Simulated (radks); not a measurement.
Excited configurations of Ne: one electron is placed in a higher orbital outside [He] 2s2 2p5. The ground configuration is [Ne]. Method: non-relativistic Kohn-Sham, PBE, spin-polarised, spherical densities, point nucleus; open shells are filled with parallel spins first; computed with a radial shooting solver on a logarithmic mesh with Libxc functionals. Excitation = E - E(ground); binding = E(ion) - E, where the ion is the core of charge +1; n* = 1/sqrt(2 binding) in atomic units, and the quantum defect is n - n*.

| outer orbital | excitation (eV) | binding (eV) | n* | quantum defect | <r> (bohr) |
|---|---|---|---|---|---|
| 3p | 18.793 | 3.192 | 2.065 | 0.935 | 5.793 |
| 5s | 20.746 | 1.239 | 3.314 | 1.686 | 18.08 |
| 6p | 21.314 | 0.670 | 4.505 | 1.495 | 33.72 |

The Delta-SCF ionisation energy is 21.985 eV (NIST Atomic Spectra Database: 21.565 eV, measured). Self-interaction in the functional shifts the binding energies and quantum defects, so they are the method's values and not measured ones. Open shells are spherical and high-spin; term and fine-structure splittings are not resolved.
